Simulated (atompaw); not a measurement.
Logarithmic derivatives: Re (Z = 75), PAW (atompaw)

- Element: rhenium
- Generator: atompaw 4.2.0.5
- Type: PAW
- Functional: PBE
- Relativity: scalar-relativistic
- Frozen core: [Kr] 4d10
- Valence charge: 29
- Reference configuration: 4f14 5s2 5p6 5d5 6s2 6p0
- Partial waves: 5s (bound): rc 1.15 bohr; 6s (bound): rc 1.95 bohr; 5p (bound): rc 1.90 bohr; 6p (bound, empty): rc 2.40 bohr; 5d (bound): rc 2.40 bohr; 5d channel at 0.35 Ry: rc 2.40 bohr; 4f (bound): rc 0.80 bohr; 4f channel at -2.8 Ry: rc 0.80 bohr
- Local potential: troulliermartins scheme with l = 4 at 0 Ry, radius 1.85 bohr
- Core correction: smooth core density matched at 2.15 bohr
- Augmentation charge: sinc compensation charge, radius 1.95 bohr; PAW radius 2.40 bohr; waves and projectors: custom polynom vanderbiltortho

The phase is arctan(r·u′/u) with u = r·R(r), unwrapped; energies in Ry, scanned from -8 to 5 Ry. A pole is an energy at which the radial function vanishes at the test radius. The pseudo phase is shifted by a multiple of π to meet the all-electron one at the reference energy, and phase errors are pseudo minus all-electron; the curves can meet again beyond the range given. Levels narrower than the energy grid can be missing from the lists of poles.

Task: For each channel, where are the poles, and over which energies does the pseudopotential scatter like the atom?

Result:

| channel | radius (bohr) | reference energy (Ry) | poles, all-electron | poles, pseudo | unbroken range about the reference energy with phases within 0.05 rad | phase error 1 Ry above the reference energy (rad) |
| --- | --- | --- | --- | --- | --- | --- |
| s | 2.41 | -0.44 | -6.22, 3.02 | -6.22, 2.72 | below 3.6 | -0.005 |
| p | 2.41 | -0.10 | -3.31 | -3.31, 3.72 | below 1.1 | -0.030 |
| d | 2.41 | -0.39 | 0.39 | 0.39 | the whole range | +0.000 |
| f | 2.41 | -3.11 | -3.10, 4.42 | -3.10, 4.49 | the whole range | +0.000 |

Phases in the p channel:

```
E (Ry)  all-electron  pseudo
 -8.00         1.412   1.411
 -7.76         1.409   1.408
 -7.52         1.406   1.405
 -7.28         1.402   1.401
 -7.04         1.399   1.398
 -6.80         1.395   1.393
 -6.56         1.390   1.389
 -6.32         1.385   1.384
 -6.08         1.380   1.379
 -5.84         1.374   1.373
 -5.60         1.367   1.366
 -5.36         1.359   1.358
 -5.12         1.350   1.349
 -4.88         1.339   1.337
 -4.64         1.324   1.322
 -4.40         1.302   1.300
 -4.16         1.267   1.265
 -3.92         1.191   1.188
 -3.68         0.840   0.835
 -3.44        -1.372  -1.372
 -3.20        -1.641  -1.642
 -2.96        -1.711  -1.712
 -2.72        -1.748  -1.750
 -2.48        -1.775  -1.776
 -2.24        -1.797  -1.798
 -2.00        -1.818  -1.819
 -1.76        -1.839  -1.841
 -1.52        -1.862  -1.863
 -1.28        -1.887  -1.889
 -1.04        -1.917  -1.918
 -0.80        -1.952  -1.953
 -0.56        -1.995  -1.996
 -0.32        -2.050  -2.050
 -0.08        -2.122  -2.122
  0.16        -2.222  -2.222
  0.40        -2.364  -2.367
  0.64        -2.575  -2.585
  0.88        -2.885  -2.912
  1.12        -3.281  -3.334
  1.36        -3.666  -3.735
  1.60        -3.956  -4.027
  1.84        -4.153  -4.220
  2.08        -4.285  -4.350
  2.32        -4.378  -4.442
  2.56        -4.447  -4.511
  2.80        -4.499  -4.565
  3.04        -4.540  -4.610
  3.28        -4.573  -4.649
  3.52        -4.601  -4.684
  3.76        -4.625  -4.718
  4.00        -4.646  -4.752
  4.24        -4.664  -4.788
  4.48        -4.680  -4.830
  4.72        -4.695  -4.880
  4.96        -4.709  -4.948
```
